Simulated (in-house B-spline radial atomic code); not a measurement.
Configurations of the chlorine ion Cl⁷⁺, with energies counted from [He] 2s2 2p6. Method: Dirac-Hartree-Fock, average of configuration, Fermi nucleus of rms radius 3.3654 fm. Calculated with a B-spline radial code for spherical atoms. Energies include first-order Breit, QED and recoil terms.

Occupations are held fixed; configurations that lie above the ionisation limit could autoionise.

```tsv
configuration	E - E(ref) (eV)	highest orbital	its <r> (bohr)
[He] 2s2 (2p1/2)2 (2p3/2)3 (3p1/2)1	223.76	3p1/2	1.227
[He] 2s2 (2p1/2)2 (2p3/2)3 (5f7/2)1	311.85	5f7/2	3.925
[He] 2s2 (2p1/2)1 (2p3/2)4 6s1	319.91	6s1/2	5.734
[He] 2s1 2p6 (5p3/2)1	378.08	5p3/2	4.012
[He] 2s1 2p6 (6d5/2)1	392.79	6d5/2	6.178
[He] 2s1 2p6 (6f7/2)1	393.44	6f7/2	5.984
```

(1) Order these further configurations by energy, lowest first.
A. [He] 2s1 2p6 (4p3/2)1
B. [He] 2s2 (2p1/2)1 (2p3/2)4 (5g7/2)1
C. [He] 2s2 (2p1/2)1 (2p3/2)4 (4f5/2)1
D. [He] 2s1 2p6 (3d5/2)1
E. [He] 2s1 2p6 (4f5/2)1

(2) How far above the reference does [He] 2s1 2p6 (6p3/2)1 lie?

(3) How far above the reference does [He] 2s2 (2p1/2)2 (2p3/2)3 (6p1/2)1 lie?

Answers

(1) C (293.92 eV), B (313.59 eV), D (316.06 eV), A (353.52 eV), E (363.16 eV).

(2) 390.8 eV; its least bound orbital is 6p3/2 with <r> = 5.961 bohr.

(3) 319.8 eV; its least bound orbital is 6p1/2 with <r> = 5.946 bohr.
